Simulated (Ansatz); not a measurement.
One change: `C[Se][SiH](O)F` becomes `O[SiH](F)[O][GeH3]`.

Ansatz, PBE0-D4/def2-TZVP geometries, multiplicity 1. Each molecule was computed in one conformer, which needn't be the lowest.

Scalar relativity is left out up to krypton.

| property | `C[Se][SiH](O)F` |
| --- | --- |
| HOMO energy (ωB97M-V/def2-TZVPP) / eV | -9.09 |
| size of the dipole moment (B3LYP/def2-TZVPP) / D | 2.32 |
| LUMO energy (PBE/def2-TZVPP) / eV | -1.12 |
| HOMO energy (B3LYP/def2-TZVPP) / eV | -6.69 |
| size of the dipole moment (PBE/def2-TZVPP) / D | 2.28 |
| HOMO–LUMO gap (PBE0/def2-TZVPP) / eV | 6.69 |

Q: What does the change do to each property? (An estimate is asked.)

A: Ansatz gave: 
```tsv
property	`O[SiH](F)[O][GeH3]`	shift
HOMO energy (ωB97M-V/def2-TZVPP) / eV	-11.36	-2.27
size of the dipole moment (B3LYP/def2-TZVPP) / D	1.37	-0.95
LUMO energy (PBE/def2-TZVPP) / eV	-0.79	0.33
HOMO energy (B3LYP/def2-TZVPP) / eV	-8.81	-2.12
size of the dipole moment (PBE/def2-TZVPP) / D	1.35	-0.93
HOMO–LUMO gap (PBE0/def2-TZVPP) / eV	9.15	2.46
```

With PBE0 the HOMO falls by 2.12 eV and the LUMO rises by 0.35 eV, so the gap widens by about 2.47 eV. PBE moves the HOMO by -1.78 eV and ωB97M-V by -2.27 eV. Dipoles are sizes alone; their direction can turn.

B3LYP here is the variant with VWN-RPA as its local correlation; programs differ in this.

Spin–orbit coupling is left out; it splits and shifts lone-pair levels of the heavy atoms by tenths of an eV.
